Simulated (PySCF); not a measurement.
**Electric field gradients and quadrupole coupling constants**

Species: C₆H₉F₃O₂.
Geometry (PBE0-D3(BJ)/def2-SVP, Å), atoms numbered from 1 in this order:
```xyz
20
C6H9F3O2 angstrom
C      2.762    1.120   -0.720
O      1.689    0.680    0.098
C      0.780   -0.088   -0.502
O      0.843   -0.423   -1.656
C     -0.313   -0.529    0.452
C     -0.128   -2.017    0.743
C     -1.684   -0.264   -0.164
C     -2.064    1.192   -0.199
F     -3.269    1.362   -0.750
F     -2.109    1.715    1.033
F     -1.194    1.926   -0.905
H      3.330    0.264   -1.113
H      3.400    1.741   -0.082
H      2.384    1.706   -1.570
H     -0.208    0.044    1.385
H     -0.205   -2.602   -0.185
H      0.858   -2.211    1.189
H     -0.896   -2.372    1.447
H     -2.466   -0.778    0.414
H     -1.711   -0.650   -1.194
```

Field gradients from the PBE0/pcSseg-1 density (PySCF, non-relativistic), principal values in atomic units, ordered |Vxx| ≤ |Vyy| ≤ |Vzz|:

```json
{"atom": "O2", "Vxx": "-0.5462", "Vyy": "-1.1430", "Vzz": "1.6892"}
{"atom": "O4", "Vxx": "0.6501", "Vyy": "0.9154", "Vzz": "-1.5656"}
```

Find the asymmetry η = (Vxx − Vyy)/Vzz and the couplings χ = eQV/h (234.96 MHz × Q in barn × V in au), with Q(17O) = −0.0256 b.

| atom | environment | nucleus | η | χzz (MHz) | χxx (MHz) | χyy (MHz) |
| --- | --- | --- | --- | --- | --- | --- |
| O2 | ester single-bonded oxygen | 17O | 0.35 | -10.16 | 3.29 | 6.88 |
| O4 | ester carbonyl oxygen | 17O | 0.17 | 9.42 | -3.91 | -5.51 |

The tensor is traceless: Vxx + Vyy + Vzz = 0.

What is Vzz at O2 in SI units (1 au = 9.71736 × 10²¹ V/m²)?

1.6892 au = 16.415 × 10²¹ V/m².

And the gradient at the other heavy atoms, for which no coupling is worked out here?

| atom | environment | Vzz (au) | η |
| --- | --- | --- | --- |
| C1 | methoxy carbon | 0.470 | 0.02 |
| C3 | ester carbonyl carbon | 0.407 | 0.97 |
| C5 | sp3 carbon next to a carbonyl | -0.097 | 0.53 |
| C6 | methyl carbon | 0.105 | 0.19 |
| C7 | chain CH2 carbon | -0.099 | 0.90 |
| C8 | CF3 carbon | -0.467 | 0.01 |
| F9 | fluorine of a CF3 group | 2.884 | 0.05 |
| F10 | fluorine of a CF3 group | 2.865 | 0.05 |
| F11 | fluorine of a CF3 group | 2.869 | 0.05 |

What couplings would deuterons (Q(2H) = 0.00286 b) have in place of the hydrogens, at this geometry?

```json
{"atom": "H12", "bonded to": "C1", "bond length (Å)": "1.100", "Vzz (au)": "0.2822", "η": "0.11", "χzz (kHz)": "190"}
{"atom": "H13", "bonded to": "C1", "bond length (Å)": "1.096", "Vzz (au)": "0.2906", "η": "0.08", "χzz (kHz)": "195"}
{"atom": "H14", "bonded to": "C1", "bond length (Å)": "1.100", "Vzz (au)": "0.2815", "η": "0.11", "χzz (kHz)": "189"}
{"atom": "H15", "bonded to": "C5", "bond length (Å)": "1.100", "Vzz (au)": "0.2787", "η": "0.01", "χzz (kHz)": "187"}
{"atom": "H16", "bonded to": "C6", "bond length (Å)": "1.100", "Vzz (au)": "0.2875", "η": "0.03", "χzz (kHz)": "193"}
{"atom": "H17", "bonded to": "C6", "bond length (Å)": "1.100", "Vzz (au)": "0.2909", "η": "0.03", "χzz (kHz)": "196"}
{"atom": "H18", "bonded to": "C6", "bond length (Å)": "1.100", "Vzz (au)": "0.2917", "η": "0.03", "χzz (kHz)": "196"}
{"atom": "H19", "bonded to": "C7", "bond length (Å)": "1.100", "Vzz (au)": "0.2840", "η": "0.06", "χzz (kHz)": "191"}
{"atom": "H20", "bonded to": "C7", "bond length (Å)": "1.100", "Vzz (au)": "0.2790", "η": "0.05", "χzz (kHz)": "188"}
```

Geometry: PBE0-D3(BJ)/def2-SVP, one conformer, isolated molecule. With a basis this small, the couplings can be 20 % off.
